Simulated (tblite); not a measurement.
Species: C₈H₁₂NP.
Numbering: `[CH2:1]=[P:2]1([n:3]2[cH:4][cH:5][cH:6][cH:7]2)[CH2:8][CH2:9][CH2:10]1` (hydrogens: H11, H12 on C1; H13 on C4; H14 on C5; H15 on C6; H16 on C7; H17, H18 on C8; H19, H20 on C9; H21, H22 on C10)

Computed with GFN2-xTB (tblite), gas phase: L-BFGS steps from a force-field or distance-geometry start until the largest atomic force falls under 0.01 eV/Å.

At the end of the run (lengths in Å): P2–C10 1.915, C1=P2 1.695, P2–C8 1.848, P2–N3 1.691, C5–C6 1.415, C8–H17 1.090, C6–H15 1.073, C1–P2–C10 142.1°, N3–P2–C10 102.4°, C8–C9–C10 97.9°, C1–P2–N3 107.6°, C1–P2–N3–C4 -47°, C1–P2–C8–C9 -158°, P2–C8–C9–C10 20°, H17–C8–P2–C1 82°, H17–C8–C9–C10 140°.

**Question.** These geometries were met on the way; a selection of coordinates is given. Order them by energy above the end point, lowest first.
A. P2–C10 1.932, C1=P2 1.696, P2–C8 1.847, P2–N3 1.697, C5–C6 1.413, C8–H17 1.091, C6–H15 1.073, C1–P2–C10 138.4°, N3–P2–C10 105.2°, C8–C9–C10 97.9°, C1–P2–N3 106.9°, C1–P2–N3–C4 -104°, C1–P2–C8–C9 -119°, P2–C8–C9–C10 -22°, H17–C8–P2–C1 127°, H17–C8–C9–C10 93°
B. P2–C10 1.941, C1=P2 1.660, P2–C8 1.830, P2–N3 1.733, C5–C6 1.411, C8–H17 1.087, C6–H15 1.065, C1–P2–C10 112.8°, N3–P2–C10 115.9°, C8–C9–C10 94.5°, C1–P2–N3 117.3°, C1–P2–N3–C4 -124°, C1–P2–C8–C9 -77°, P2–C8–C9–C10 -38°, H17–C8–P2–C1 179°, H17–C8–C9–C10 72°
C. P2–C10 1.947, C1=P2 1.692, P2–C8 1.848, P2–N3 1.714, C5–C6 1.407, C8–H17 1.092, C6–H15 1.065, C1–P2–C10 127.0°, N3–P2–C10 110.4°, C8–C9–C10 96.5°, C1–P2–N3 111.3°, C1–P2–N3–C4 -113°, C1–P2–C8–C9 -95°, P2–C8–C9–C10 -36°, H17–C8–P2–C1 148°, H17–C8–C9–C10 74°
D. P2–C10 1.775, C1=P2 1.617, P2–C8 1.796, P2–N3 1.731, C5–C6 1.386, C8–H17 1.115, C6–H15 1.096, C1–P2–C10 115.6°, N3–P2–C10 119.8°, C8–C9–C10 86.2°, C1–P2–N3 114.3°, C1–P2–N3–C4 -126°, C1–P2–C8–C9 -76°, P2–C8–C9–C10 -38°, H17–C8–P2–C1 176°, H17–C8–C9–C10 75°
E. P2–C10 1.923, C1=P2 1.698, P2–C8 1.834, P2–N3 1.690, C5–C6 1.412, C8–H17 1.088, C6–H15 1.070, C1–P2–C10 131.5°, N3–P2–C10 109.1°, C8–C9–C10 96.7°, C1–P2–N3 110.2°, C1–P2–N3–C4 -106°, C1–P2–C8–C9 -104°, P2–C8–C9–C10 -31°, H17–C8–P2–C1 145°, H17–C8–C9–C10 81°

**Answer.** A (0.175 eV), E (0.283 eV), C (0.472 eV), B (0.829 eV), D (1.546 eV).

```tsv
step	E above end (eV)	rms distance from the end, all atoms (Å)	largest force (eV/Å)	rms shift of all bonds from the end (Å)
49	0.175	1.013	0.113	0.004
21	0.283	1.134	0.267	0.004
12	0.472	1.169	0.796	0.010
3	0.829	1.214	0.736	0.015
0	1.546	1.217	4.376	0.038
```

Rows stand in the order of the answer.
